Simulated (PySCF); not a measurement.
**Radial density of S²⁺ (sulfur, charge +2)**

UHF, [Ne] 3s2 3p1 3d1, one real determinant (an excited configuration). Calculation: PySCF 2.14, in aug-cc-pV(Q+d)Z (7s6p5d3f2g, 89 functions); the non-relativistic Hamiltonian (point nucleus).

```csv
r (bohr),4πr²ρ (e/bohr),4πr²(ρα − ρβ)
0.00150,0.07221,0.0000
0.00253,0.1978,0.0000
0.00425,0.5295,0.0000
0.00715,1.366,0.0000
0.0120,3.307,-0.0001
0.0202,7.206,-0.0001
0.0340,13.17,0.0008
0.0572,18.05,0.0062
0.0962,16.20,0.0297
0.162,11.86,0.0916
0.272,16.18,0.1430
0.458,14.85,0.0583
0.770,4.302,0.2077
1.30,2.658,0.9508
2.18,1.394,0.7730
3.67,0.1951,0.1757
6.17,0.006643,0.0066
```

⟨L²⟩ = 8.03 against 12 for a pure F term, so this real determinant mixes terms. The outer electron is Rydberg-like, and this basis confines it to a smaller radius and binds it less than a complete one would.
